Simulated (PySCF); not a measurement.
Nb(NH)(F)(NH2)2 (FH₅N₃Nb), SMILES [Nb]([NH2])([F])([NH2])=[NH], multiplicity 1. Geometry: PBE-D3(BJ)/def2-SVP. The spin state was assumed, not searched. The structure was generated by enumeration; whether it is a known compound was not checked. The def2 effective core potentials stand for the cores of Nb; spin–orbit coupling is left out. Other conformers were not sampled.

These are PBE-D3(BJ)/def2-SVP in PySCF values and carry that method's errors.

Harmonic wavenumbers (cm⁻¹): 167, 172, 183, 199, 215, 298, 409, 447, 468, 507, 524, 565, 567, 646, 678, 688, 976, 1459, 1461, 3452, 3455, 3544, 3559, 3559. Rotational constants (GHz): 3.050, 3.024, 2.678; symmetry number 1.

Problem. Work out the zero-point energy and the ideal-gas rigid-rotor harmonic-oscillator thermochemistry at 298.15 K and 1 atm.

Solution. ZPE = ½ Σ hcν = ½ × 28198 cm⁻¹ = 168.66 kJ/mol. H − E(el) = 192.65 kJ/mol. Entropy in J/(mol K): translation 171.96, rotation 112.83, vibration 78.11, total 362.90. G − E(el) = 84.45 kJ/mol. Cp = 129.40 J/(mol K).
